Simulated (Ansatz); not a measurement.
Consider the ligand exchange at the Si–Se bond: `[SeH][SiH2][SeH]` + HCl → `Cl[SiH2][SeH]` + H₂Se.

Program: Ansatz. Geometries: PBE0-D4/def2-TZVP. ΔE: electronic, gas phase. CCSD(T)/CBS is the MP2 limit (def2-TZVPP, def2-QZVPP) plus CCSD(T) − MP2 in def2-TZVPP, frozen cores. This one scheme is used for every species. DFT in def2-TZVPP. HSE06 is defined as in plane-wave codes. For Se outer-core shells are correlated without core-valence functions, which leaves a few kJ/mol of doubt a bond. Scalar relativity is left out up to krypton. One conformer a species, not always the lowest.

| level | ΔE (eV) |
| --- | --- |
| PBE-D4 | -0.21 |
| B97M-V | -0.33 |
| HSE06-D4 | -0.23 |
| PBE-QIDH | -0.26 |
| PBE | -0.24 |
| r2SCAN0 | -0.28 |
| HSE06 | -0.25 |
| CCSD/def2-TZVPP | -0.28 |

Question: What does CCSD(T)/CBS give? (Best estimate.)

Answer: The calculation gave: -0.25 eV. The listed levels differ from it by 0.04, -0.08, 0.02, -0.01, 0.01, -0.03, 0.00, -0.03 eV.

Question: What do rigid-rotor, harmonic-oscillator terms from PBE0-D4/def2-TZVP frequencies (298.15 K, 1 bar) make of the CCSD(T)/CBS value? (An estimate is asked.)

Answer: The calculation gave: ΔZPE = -0.01 eV, ΔH = -0.27 eV, ΔS = 21 J/(mol·K), ΔG = -0.33 eV.

Largest T1 diagnostic among the species: 0.009.

In def2-TZVPP, CCSD(T) changes the Hartree–Fock value by +0.13 eV (the triples alone add +0.02 eV) and MP2 by +0.14 eV. From BLYP to BHLYP (50 % exact exchange), in def2-TZVPP and without D4, ΔE moves by −0.03 eV.
